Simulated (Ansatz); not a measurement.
Ansatz results at the PBE0-D4/def2-TZVP geometry: HOMO–LUMO gap (PBE0/def2-TZVPP) 7.05 eV; size of the dipole moment (ωB97M-V/def2-TZVPP) 1.34 D; LUMO energy (PBE0/def2-TZVPP) 0.26 eV.

Each molecule was computed in one conformer, which needn't be the lowest.

Which molecule gave them?
A. `FCC1=C(F)N1`
B. `NC(N)(O)[SiH3]`
C. `NC[SiH](N)O`
D. `BC(=C)[O][GeH3]`

B. The others give `FCC1=C(F)N1`: 6.25, 2.96, -0.39; `NC[SiH](N)O`: 7.48, 0.73, 0.76; `BC(=C)[O][GeH3]`: 4.95, 0.64, -2.10.
